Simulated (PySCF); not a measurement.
**Checking a proposed structure**

A compound C₈H₁₂OSi gives the data below (simulated from a calculation) and was assigned the structure `C[SiH2]c1ccc(C2CC2)o1`.

13C{1H} NMR (computed): δ 177.0 (C), 155.3 (CH), 150.3 (CH), 98.5 (C), 89.3 (C), 5.3 (CH3), -2.5 (CH3, 2C).

1H NMR (400 MHz, computed): δ 7.77 (m, 1H), 6.93 (d, 1H), 4.60 (m, 1H), 2.22 (s, 3H), 0.22 (d, 6H).

Computed data (PySCF 2.14): GIAO PBE0/pcSseg-1 shieldings, coordinates at the GFN2-xTB level. Fast rotation and ring inversion assumed for equivalent nuclei, one computed conformer, non-relativistic, no solvent.

Shifts are taken against calculated references (same method and geometry level): 1H (σ = 31.72 ppm), 13C (σ = 186.93 ppm) vs TMS.

(1) Compare with the shifts computed for the proposed structure, pairing carbons in order of shift.

(2) Which isomer fits?

## Answers

(1) Atoms are numbered as in `[CH3:1][SiH2:2][c:3]1[cH:4][cH:5][c:6]([CH:7]2[CH2:8][CH2:9]2)[o:10]1`. Each H is labelled by its parent atom.

```tsv
atom	computed for proposal	given list	difference
C6	168.8	177.0	-8.2
C3	153.0	155.3	-2.3
C4	129.6	150.3	-20.7
C5	113.0	98.5	+14.5
C7	13.9	89.3	-75.4
C8	10.4	5.3	+5.1
C9	10.4	-2.5	+12.9
C1	-8.9	-2.5	-6.4
```

The rms difference is 28.8 ppm and the largest -75.4 ppm at C7 (three-membered-ring carbon). The carbon types in order of shift don't match either: C, C, CH, CH, CH, CH2, CH2, CH3 for the proposal against C, CH, CH, C, C, CH3, CH3, CH3 in the data. The proposal doesn't fit.

(2) SMILES CC#CC(=O)/C=C/[SiH](C)C.

- Carbon types of the structure: 3 × C, 2 × CH, 3 × CH3, leaving 1 H on heteroatoms.
- δC 177.0: carbonyl carbon of an ynone.
- δC 155.3: β carbon of a C=C–C=O unit; conjugation with the carbonyl draws π density from the β position.
- δC 150.3: α carbon of a C=C–C=O unit; as expected for a trigonal carbon in a double bond.
- δC 98.5, 89.3: alkyne carbon; sp carbons lie upfield of alkene carbons because the cylindrical π system leaves one tensor component strongly shielded.

The data come from this structure; uniqueness wasn't tested.

Shifts are as computed. Against solution values, carbons near 30 ppm lie about +3 ppm off and those near 130 ppm about +5 ppm. Of 1211 compounds with measured shifts, 218 miss one by over three times the rms of a fit or turn the order of signals round; such compounds aren't used in these exercises. No couplings were computed; multiplicities are counted from neighbouring protons, with m where these are inequivalent, close in shift, in a saturated or five-membered ring or joined by F or P, and br s for small geminal =CH2 splittings.
